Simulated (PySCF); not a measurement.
## Basis and Hamiltonian dependence of the ionisation energy of Kr⁺

Kr⁺ [Ar] 3d10 4s2 4p5 (2P) → Kr²⁺ [Ar] 3d10 4s2 4p4 (3P). Calculated with PySCF 2.14 from differences of total energies of unrestricted determinants, without spin-orbit coupling. Values in eV.

```csv
basis,Hamiltonian,functions,UHF,PBE,PBE0,MP2 (valence),CCSD(T) (valence),CCSD(T) (valence and next inner shell)
cc-pVDZ-PP with ECP10MDF,ECP,23,23.267,n/a,n/a,23.818,23.782,n/a
cc-pVTZ-PP with ECP10MDF,ECP,39,23.269,n/a,n/a,24.089,24.120,n/a
aug-cc-pwCVDZ-PP with ECP10MDF,ECP,48,23.242,24.259,24.308,23.878,23.853,23.901
x2c-TZVPPall,spin-free X2C,48,23.252,24.326,24.366,24.075,24.110,24.138
aug-cc-pVTZ-PP with ECP10MDF,ECP,55,23.240,24.255,24.308,24.088,24.124,n/a
def2-TZVPPD,non-relativistic,57,23.234,24.308,24.349,24.051,24.083,24.109
aug-cc-pVTZ-DK,spin-free X2C,59,23.232,24.304,24.344,24.073,24.110,n/a
aug-cc-pVQZ-PP with ECP10MDF,ECP,89,23.232,24.247,24.300,24.202,24.263,n/a
aug-cc-pVQZ-DK,spin-free X2C,93,23.229,24.304,24.343,24.194,24.256,n/a
x2c-QZVPPall,spin-free X2C,97,23.227,24.304,24.342,24.184,24.246,n/a
def2-QZVPPD,non-relativistic,98,23.222,24.303,24.341,24.174,24.234,n/a
"aug-cc-pVQZ-PP with one added diffuse shell each of s, p, d, f, g type with ECP10MDF",ECP,114,23.232,24.247,24.300,24.203,n/a,n/a
aug-cc-pV5Z-PP with ECP10MDF,ECP,136,23.231,24.251,24.302,24.257,n/a,n/a
```

Question: Estimate the row for cc-pVTZ-DK (spin-free X2C, 43 functions).

Answer: From the rows with the same Hamiltonian and similar size; the calculation gives UHF 23.23; MP2 (valence) 24.04; CCSD(T) (valence) 24.08 (eV).

Extrapolation of CCSD(T) (valence) from aug-cc-pVTZ-PP with ECP10MDF and aug-cc-pVQZ-PP with ECP10MDF: the correlation parts are 0.884 and 1.030 eV; with the X⁻³ form and unrounded values, (4³ × 1.030 − 3³ × 0.884)/(4³ − 3³) = 1.136 eV, and adding the Hartree-Fock value 23.232 eV of the larger basis gives 24.369 eV.

Extrapolation of CCSD(T) (valence) from aug-cc-pVTZ-DK and aug-cc-pVQZ-DK: the correlation parts are 0.878 and 1.026 eV; with the X⁻³ form and unrounded values, (4³ × 1.026 − 3³ × 0.878)/(4³ − 3³) = 1.135 eV, and adding the Hartree-Fock value 23.229 eV of the larger basis gives 24.364 eV.

Frozen in the all-electron rows: valence: [Ar] 3d10; valence and next inner shell: [Ne]; with a core potential, the same shells as far as they lie outside it.

Non-relativistic rows lack the scalar-relativistic shift.

Between the lowest levels the reference is 24.360 eV (measured; NIST Atomic Spectra Database, ionization energies); it includes spin-orbit coupling, which these numbers lack.
